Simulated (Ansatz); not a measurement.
Input for Ansatz (a program for electronic structure): R-r2SCAN/def2-TZVPP on N2 (SMILES N#N).

Ansatz 0.2 input:
```yaml
crystal:
  periodic: [false, false, false]
  atoms:
    - {symbol: N, position_ang: [-0.00000000, 0.00000000, -0.54545735]}
    - {symbol: N, position_ang: [0.00000000, -0.00000000, 0.54545735]}
basis:
  gaussian:
    orbitals: def2-TZVPP
hamiltonian:
  xc: {name: r2SCAN}
scf: {lower_state_search: off}
```

The log:

```
WARN ansatz: RAYON_NUM_THREADS=1 ignored (pool sized by the plan → 1); use --threads N
Functional definition: r2SCAN
these checks for a lower state are left out or cut short: stability, starts, cluster_reference, orbital_swaps, neighbouring_geometries, increment
integrals: 0.01 GiB planned
310 factors; their error is unknown
mean field: 0.10 GiB planned
mean field evaluation 1: about -2978.6053 eV, gradient 2.7e1 eV
mean field evaluation 2: about -2979.2097 eV, gradient 2.1e1 eV
mean field evaluation 4: about -2979.9775 eV, gradient 8.7e-2 eV
mean field evaluation 8: about -2979.9765 eV, gradient 4.9e-4 eV
mean field -2979.97649887 eV, -109.5121164327 hartree, gradient 2.1e-6 eV, S^2 0.000000; 0 other end points of the search recorded, 0 dependent functions left out
reference -2979.97650332 eV, -109.5121165962 hartree; 7, 7 occupied and 55, 55 virtual orbitals, 310 factors
Total energy: -2979.97650332 eV, -109.5121165962 hartree
Checks for a lower state left out: stability, starts, cluster_reference, orbital_swaps, neighbouring_geometries, increment
```

Self-consistency was reached.

Cost: roughly 0.6 core-seconds.
